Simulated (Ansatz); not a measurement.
FH$_{3}$Sn (`[F][SnH3]`) from Hartree–Fock to CCSD(T)

Cartesian coordinates in Å:
```
F -1.6163 0.6164 0.4988
Sn 0.1128 -0.0430 -0.0348
H 1.1846 1.2347 0.2981
H -0.0484 -0.3880 -1.6923
H 0.3673 -1.4201 0.9302
```

Total charge 0; spin multiplicity 1. Correlated methods include outer-core shells of Sn, which these sets cover unevenly. Sn: def2 effective core potential. Geometry: relaxed with PBE0-D4/def2-TZVP. Frozen core, restricted reference, the Gaussian-basis code of Ansatz.

| basis | HF (Eh) | MP2 corr. | CCSD corr. | (T) | CCSD(T) total |
| --- | --- | --- | --- | --- | --- |
| def2-SVP | -314.44434 | -0.30862 | -0.33185 | -0.00566 | -314.78185 |
| def2-TZVPP | -314.58803 | -0.58936 | -0.59920 | -0.01560 | -315.20283 |
| def2-QZVPP | -314.59573 | -0.82681 | – | – | – |
